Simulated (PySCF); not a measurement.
NMP (C5H9NO), SMILES CN1CCCC1=O. Coordinates come from a B3LYP-D3(BJ)/def2-SVP optimisation. One conformer was computed; it need not be the lowest.

**Question.** Give the equilibrium geometry at B3LYP-D3(BJ)/def2-SVP (PySCF confirms it by a frequency run) as bond lengths and angles. (Estimate from the structure and the level; the computed values follow.)

**Answer.** Several could match; the one computed here: 
Atoms: C1 N2 C3 C4 C5 C6 O7 H8 H9 H10 H11 H12 H13 H14 H15 H16. Bonds (Å): C1–N2 1.440, C1–H8 1.104, C1–H9 1.106, C1–H10 1.099, N2–C3 1.451, N2–C6 1.375, C3–C4 1.541, C3–H11 1.109, C3–H12 1.103, C4–C5 1.533, C4–H13 1.101, C4–H14 1.099, C5–C6 1.529, C5–H15 1.099, C5–H16 1.104, C6–O7 1.215. Angles (°): N2–C1–H8 111.2, N2–C1–H9 111.5, N2–C1–H10 107.8, H8–C1–H9 108.1, H8–C1–H10 109.3, H9–C1–H10 108.9, C1–N2–C3 122.7, C1–N2–C6 122.6, C3–N2–C6 114.0, N2–C3–C4 103.3, N2–C3–H11 111.0, N2–C3–H12 111.0, C4–C3–H11 111.9, C4–C3–H12 112.7, H11–C3–H12 107.1, C3–C4–C5 103.6, C3–C4–H13 109.4, C3–C4–H14 112.3, C5–C4–H13 109.9, C5–C4–H14 113.9, H13–C4–H14 107.7, C4–C5–C6 104.3, C4–C5–H15 114.9, C4–C5–H16 112.3, C6–C5–H15 110.5, C6–C5–H16 107.4, H15–C5–H16 107.2, N2–C6–C5 107.0, N2–C6–O7 125.7, C5–C6–O7 127.3.
Charge 0, spin multiplicity 1.
